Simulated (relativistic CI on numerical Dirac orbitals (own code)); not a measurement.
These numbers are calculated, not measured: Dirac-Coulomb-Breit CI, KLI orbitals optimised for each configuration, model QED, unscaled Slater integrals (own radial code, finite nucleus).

CI space (outside the closed core [Kr] 4d10): 4f14.5s2.5p4, 4f14.5s.5p5, 4f14.5s2.5p3.5d, 4f14.5p6, 4f13.5s2.5p5, 4f14.5s.5p4.5d, 4f14.5s2.5p3.5f, 4f14.5s.5p4.5f, 4f14.5s2.5p3.5g, 4f14.5s2.5p3.6s, 4f14.5p5.5d, 4f13.5s2.5p4.5d, 4f14.5s.5p3.5d2, 4f14.5s.5p4.5g, 4f14.5s2.5p3.6p, 4f14.5s2.5p2.5d.5f, 4f14.5p5.6s, 4f14.5s2.5p3.6d, 4f14.5s.5p4.6s, 4f14.5s.5p3.5d.6s, 4f13.5s2.5p4.6s, 4f14.5s2.5p2.5d2, 4f14.5s2.5p.5d3, 4f14.5s.5p2.5d3, 4f14.5s2.5p.5d2.5f, 4f14.5s.5p2.5d2.5f, 4f14.5p4.5d2, 4f14.5p3.5d3, 4f13.5p5.5d2, 4f14.5p3.5d2.5f, 4f14.5s2.5p2.5d.6s, 4f14.5s2.5p.5d2.6s, 4f14.5s.5p2.5d2.6s, 4f14.5s2.5p.5d.5f.6s, 4f14.5s.5p2.5d.5f.6s, 4f14.5p5.5f, 4f13.5p6.5f, 4f14.5s2.5p2.6s2, 4f14.5s2.5p.5d.6s2, 4f14.5s.5p2.5d.6s2, 4f14.5s2.5p.5f.6s2, 4f14.5s.5p2.5f.6s2. Double excitations out of closed p, d and f shells are left out; levels of such configurations are missing from the list, as are those of other unlisted configurations, and high levels can miss mixing partners. These lack a partner that the ground configuration has and come out too high: 4f13.5s2.5p4.5d, 4f13.5s2.5p4.6s, 4f14.5s2.5p3.5g, 4f14.5s.5p4.5g, 4f14.5s2.5p3.6p.

At this charge energies of transitions that change n are usually good to better than 1 %, and those within a shell (Δn = 0) to a few per cent.

Outline of the computed level scheme of Bi XVIII. Lowest level of each configuration: 4f14.5s2.5p4 3P_2 at 0.000 eV; 4f14.5s2.5p3.5d 3D°_2 at 71.946 eV; 4f14.5s.5p5 3P°_2 at 74.668 eV; 4f13.5s2.5p5 3F_4 at 102.060 eV.

Some strong electric-dipole decays among the lowest 45 levels: 4f14.5s2.5p3.5d 3D°_3 → 4f14.5s2.5p4 3P_2 (6.3e+11 s⁻¹); 4f14.5s2.5p3.5d 3P°_2 → 4f14.5s2.5p4 3P_2 (5.6e+11 s⁻¹); 4f14.5s2.5p3.5d 3S°_1 → 4f14.5s2.5p4 3P_2 (5.3e+11 s⁻¹); 4f14.5s2.5p3.5d 1P°_1 → 4f14.5s2.5p4 1S_0 (3.5e+11 s⁻¹); 4f14.5s2.5p3.5d 3D°_1 → 4f14.5s2.5p4 1S_0 (3.1e+11 s⁻¹); 4f14.5s2.5p3.5d 1F°_3 → 4f14.5s2.5p4 1D_2 (2.2e+11 s⁻¹); 4f14.5s.5p5 3P°_0 → 4f14.5s2.5p4 3P_1 (1.8e+11 s⁻¹); 4f14.5s2.5p3.5d 3D°_3 → 4f14.5s2.5p4 3P_2 (1.6e+11 s⁻¹).

LS names give the leading component of a level, which can be under half, so a name can repeat, a term be missing and a line seem to break the LS rules.
